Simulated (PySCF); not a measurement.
C3H7O (SMILES CC(C)[O-]), charge -1, singlet, at a GFN2-xTB geometry (in this run its highest filled SCF level lies above zero, so its values depend strongly on the basis, on diffuse functions most of all); SVWN5/6-31G* (PySCF).

The PySCF input:
```python
from pyscf import gto, scf, dft

mol = gto.Mole()
mol.atom = '''
    O     0.088997    1.430884   -0.081187
    C     0.013438    0.200251    0.328992
    H     0.010017    0.091697    1.487979
    C    -1.296849   -0.566139   -0.115409
    C     1.215780   -0.722829   -0.122668
    H    -1.330104   -0.626892   -1.202977
    H     1.234970   -0.786853   -1.210386
    H    -2.169563   -0.008754    0.222425
    H     2.152911   -0.278309    0.209939
    H    -1.336527   -1.575855    0.302077
    H     1.132107   -1.729802    0.294946
'''
mol.basis = '6-31g*'
mol.charge = -1
mol.spin = 0
mol.verbose = 4
mol.build()

mf = dft.RKS(mol)
mf.xc = 'lda,vwn'
mf.conv_tol_grad = 1e-7
mf.kernel()
mf.analyze()
```

The log (banner, timings and long lists left out):

```
PySCF version 2.14.0

[INPUT] verbose = 4
[INPUT] num. atoms = 11
[INPUT] num. electrons = 34
[INPUT] charge = -1
[INPUT] spin (= nelec alpha-beta = 2S) = 0
[INPUT] symmetry False subgroup None
[INPUT] Mole.unit = angstrom
[INPUT] Symbol           X                Y                Z      unit          X                Y                Z       unit  Magmom
[INPUT]  1 O      0.088997000000   1.430884000000  -0.081187000000 AA    0.168179955908   2.703978876022  -0.153421194875 Bohr   0.0
[INPUT]  2 C      0.013438000000   0.200251000000   0.328992000000 AA    0.025394139662   0.378419546170   0.621704777173 Bohr   0.0
[INPUT]  3 H      0.010017000000   0.091697000000   1.487979000000 AA    0.018929386590   0.173282216444   2.811872789104 Bohr   0.0
[INPUT]  4 C     -1.296849000000  -0.566139000000  -0.115409000000 AA   -2.450689434916  -1.069847658435  -0.218091402310 Bohr   0.0
[INPUT]  5 C      1.215780000000  -0.722829000000  -0.122668000000 AA    2.297491227724  -1.365948844893  -0.231808924248 Bohr   0.0
[INPUT]  6 H     -1.330104000000  -0.626892000000  -1.202977000000 AA   -2.513532277188  -1.184654189681  -2.273297064151 Bohr   0.0
[INPUT]  7 H      1.234970000000  -0.786853000000  -1.210386000000 AA    2.333755072054  -1.486936670292  -2.287298045008 Bohr   0.0
[INPUT]  8 H     -2.169563000000  -0.008754000000   0.222425000000 AA   -4.099879879990  -0.016542662494   0.420322333256 Bohr   0.0
[INPUT]  9 H      2.152911000000  -0.278309000000   0.209939000000 AA    4.068412160563  -0.525927788002   0.396727212865 Bohr   0.0
[INPUT] 10 H     -1.336527000000  -1.575855000000   0.302077000000 AA   -2.525669988087  -2.977934362026   0.570842798530 Bohr   0.0
[INPUT] 11 H      1.132107000000  -1.729802000000   0.294946000000 AA    2.139372173703  -3.268852029725   0.557367161536 Bohr   0.0

nuclear repulsion = 125.540165071696
number of shells = 38
number of NR pGTOs = 136
number of NR cGTOs = 70
basis = 6-31g*
ecp = {}

******** <class 'pyscf.dft.rks.RKS'> ********
method = RKS
initial guess = minao
damping factor = 0
level_shift factor = 0
DIIS = <class 'pyscf.scf.diis.CDIIS'>
diis_start_cycle = 1
diis_space = 8
diis_damp = 0
SCF conv_tol = 1e-09
SCF conv_tol_grad = 1e-07
SCF max_cycles = 50
direct_scf = True
direct_scf_tol = 1e-13
XC library pyscf.dft.libxc version 7.1.2
    S. Lehtola, C. Steigemann, M. J. T. Oliveira, and M. A. L. Marques,  SoftwareX 7, 1–5 (2018)
XC functionals = lda,vwn
    P. A. M. Dirac,  Math. Proc. Cambridge Philos. Soc. 26, 376 (1930)
    F. Bloch,  Z. Phys. 57, 545 (1929)
    S. H. Vosko, L. Wilk, and M. Nusair,  Can. J. Phys. 58, 1200 (1980)
radial grids:
    Treutler-Ahlrichs [JCP 102, 346 (1995); DOI:10.1063/1.469408] (M4) radial grids

becke partition: Becke, JCP 88, 2547 (1988); DOI:10.1063/1.454033
pruning grids: <function nwchem_prune>
grids dens level: 3
symmetrized grids: False
atomic radii adjust function: <function treutler_atomic_radii_adjust>
small_rho_cutoff = 0
Initial guess from minao.
tot grids = 125096
init E= -192.054522169297
  HOMO = -0.306401130817883  LUMO = 0.0201427240886853  gap/eV = 8.88571
cycle= 1 E= -191.728913654496  delta_E= 0.326  |g|= 1.13  |ddm|= 2.87
  HOMO = 0.327107871379769  LUMO = 0.342028701063551  gap/eV = 0.40602
cycle= 2 E= -187.211112639568  delta_E= 4.52  |g|= 3.46  |ddm|= 28.6
  HOMO = 0.0566949855756631  LUMO = 0.287129450956843  gap/eV = 6.27044
cycle= 3 E= -191.900701023848  delta_E= -4.69  |g|= 0.698  |ddm|= 28.3
  HOMO = 0.0858509764983775  LUMO = 0.240469147877168  gap/eV = 4.20737
cycle= 4 E= -192.010549080069  delta_E= -0.11  |g|= 0.326  |ddm|= 1.46
  HOMO = 0.105631013478113  LUMO = 0.24910777921953  gap/eV = 3.90420
cycle= 5 E= -192.035337914491  delta_E= -0.0248  |g|= 0.0631  |ddm|= 0.407
  HOMO = 0.101526046944579  LUMO = 0.250437875492414  gap/eV = 4.05210
cycle= 6 E= -192.036218540395  delta_E= -0.000881  |g|= 0.0323  |ddm|= 0.126
  HOMO = 0.101079108151855  LUMO = 0.25114099125572  gap/eV = 4.08339
cycle= 7 E= -192.036439708607  delta_E= -0.000221  |g|= 0.00552  |ddm|= 0.036
  HOMO = 0.100387730750084  LUMO = 0.250906909922449  gap/eV = 4.09584
cycle= 8 E= -192.036447601417  delta_E= -7.89e-06  |g|= 0.000974  |ddm|= 0.0107
  HOMO = 0.100324540073111  LUMO = 0.250862314777984  gap/eV = 4.09634
cycle= 9 E= -192.03644783014  delta_E= -2.29e-07  |g|= 0.000152  |ddm|= 0.00222
  HOMO = 0.10031467488183  LUMO = 0.250862097082222  gap/eV = 4.09660
cycle= 10 E= -192.036447835725  delta_E= -5.59e-09  |g|= 7.36e-05  |ddm|= 0.000556
  HOMO = 0.100312843376119  LUMO = 0.250863757549439  gap/eV = 4.09670
cycle= 11 E= -192.036447837418  delta_E= -1.69e-09  |g|= 1.33e-05  |ddm|= 0.000209
  HOMO = 0.100312344880039  LUMO = 0.250864110302642  gap/eV = 4.09672
cycle= 12 E= -192.03644783747  delta_E= -5.21e-11  |g|= 5.92e-07  |ddm|= 3.16e-05
  HOMO = 0.10031235813474  LUMO = 0.250864145168788  gap/eV = 4.09672
cycle= 13 E= -192.036447837471  delta_E= -7.39e-13  |g|= 2.7e-07  |ddm|= 1.43e-06
  HOMO = 0.100312387292893  LUMO = 0.250864137986121  gap/eV = 4.09672
cycle= 14 E= -192.036447837472  delta_E= -1.14e-12  |g|= 4.63e-08  |ddm|= 7.65e-07
  HOMO = 0.100312374890536  LUMO = 0.250864137196606  gap/eV = 4.09672
Extra cycle  E= -192.03644783747  delta_E= 1.88e-12  |g|= 7.96e-08  |ddm|= 2.68e-07
converged SCF energy = -192.03644783747
**** SCF Summaries ****
Total Energy =                        -192.036447837470263
Nuclear Repulsion Energy =             125.540165071696407
One-electron Energy =                 -518.774634740258307
Two-electron Energy =                  201.198021831091637
Two-electron Coulomb Energy =          227.241735091800024
DFT Exchange-Correlation Energy =      -26.043713260708387
HOMO-LUMO gap [eV] =                     4.096722120101745
**** MO energy ****
MO #1   energy= -18.2514187432736  occ= 2
MO #2   energy= -9.58003432434833  occ= 2
MO #3   energy= -9.54815362150564  occ= 2
MO #4   energy= -9.54811918530643  occ= 2
MO #5   energy= -0.593413896166324 occ= 2
MO #6   energy= -0.442658848148321 occ= 2
MO #7   energy= -0.402845369444051 occ= 2
MO #8   energy= -0.258856922382352 occ= 2
MO #9   energy= -0.187468355451173 occ= 2
MO #10  energy= -0.165250081137698 occ= 2
MO #11  energy= -0.152991260238908 occ= 2
MO #12  energy= -0.137702950182375 occ= 2
MO #13  energy= -0.0839025897990627 occ= 2
MO #14  energy= -0.082274018649167 occ= 2
MO #15  energy= -0.0470622117205974 occ= 2
MO #16  energy= 0.099655769546395  occ= 2
MO #17  energy= 0.100312374890536  occ= 2
MO #18  energy= 0.250864137196606  occ= 0
MO #19  energy= 0.298692988079547  occ= 0
MO #20  energy= 0.305363204247903  occ= 0
MO #21  energy= 0.307789921741787  occ= 0
MO #22  energy= 0.332378036815192  occ= 0
MO #23  energy= 0.345379380491745  occ= 0
MO #24  energy= 0.350381549461367  occ= 0
MO #25  energy= 0.393898858464991  occ= 0
 ** Mulliken pop on meta-lowdin orthogonal AOs  **
 ** Mulliken pop  **
 ** Mulliken atomic charges  **
charge of    0O =     -0.76033
charge of    1C =      0.16844
charge of    2H =     -0.05411
charge of    3C =     -0.38902
charge of    4C =     -0.38903
charge of    5H =      0.07300
charge of    6H =      0.07301
charge of    7H =      0.08110
charge of    8H =      0.08110
charge of    9H =      0.05792
charge of   10H =      0.05792

WARN: System has nonzero charge -1; the dipole moment is origin-dependent.
Location of origin: [0. 0. 0.]

Dipole moment(X, Y, Z, Debye): -0.19770, -3.15866, -0.25767
```
